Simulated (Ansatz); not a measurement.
Worked example: IBr + SiH2Br2 → HI + SiHBr3

Species: IBr (iodine monobromide), singlet; SiH2Br2 `Br[SiH2]Br`, singlet; HI, singlet; SiHBr3 `Br[SiH](Br)Br`, singlet. The partners trade Br for H: I–Br and Si–H bonds give way to I–H and Si–Br.

Shapes, held fixed at every level: PBE0-D4/def2-TZVP. Programs: Ansatz 0.2.0. The zero-point and thermal change to 298 K, harmonic and unscaled (PBE0-D4/def2-TZVP), is -3.2 kJ/mol.

At CCSD(T)/def2-TZVPP; 1 Eh = 2625.50 kJ/mol:

| species | energy (Eh) |
| --- | --- |
| IBr | -2869.846064 |
| SiH2Br2 | -5435.757435 |
| HI | -297.737430 |
| SiHBr3 | -8007.918035 |

Problem. Work out ΔH(298 K) of the reaction at this level.

Solution. 
1. Products less reactants: (-297.737430) + (-8007.918035) − [(-2869.846064) + (-5435.757435)] = -0.051966 Eh = -136.4 kJ/mol.
2. With the thermal change: -136.4 + (-3.2) = -139.6 kJ/mol.

Other levels give -137.3 (CCSD/def2-SVP) to -126.3 kJ/mol (PBE-D4/def2-TZVPP). No measured value is set beside it here. For atoms past krypton def2 sets carry core potentials with scalar relativity. Relativity is left out for Br unless named. Correlated rows may include outer-core shells of Br, I, which these sets cover unevenly.
